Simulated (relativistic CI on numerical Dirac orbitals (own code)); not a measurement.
Results of a calculation; reference values are marked as such.
**Quantum defects of the ng series of V⁴⁺**

Problem. The ng 2G levels with J = 7/2 of V⁴⁺ lie at 5g: 416360.3, 6g: 450024.5 cm⁻¹ (Sugar and Corliss, J. Phys. Chem. Ref. Data 7, 1191 (1978)), and the ionisation limit at 526532.0 cm⁻¹ (NIST ASD). Find the quantum defects and predict 7g.

Working.
1. The outer electron sees the charge z = 5; R = 109736.14 cm⁻¹ for this mass. The binding energy T = limit − E defines n* = z√(R/T).
2. Values: 5g: T = 110171.7, n* = 4.9901, δ = n − n* = 0.0099; 6g: T = 76507.5, n* = 5.9882, δ = n − n* = 0.0118.
3. With δ held at 0.0118: E(7g) = limit − Rz²/(7 − δ)² = 470354.2 cm⁻¹.
4. The Ritz form δ = δ₀ + a/n*² through the last two members has a = -0.1593 and δ₀ = 0.0163, so with n* ≈ 7 − 0.0118, δ(7) = 0.0130 and E = 470335.2 cm⁻¹.

Check. The measured level is 470333.3 cm⁻¹ (δ = 0.0131), so the two predictions miss by 20.9 and 1.9 cm⁻¹. The defect is small because the centrifugal barrier keeps this electron outside the core, where mainly core polarisation acts.
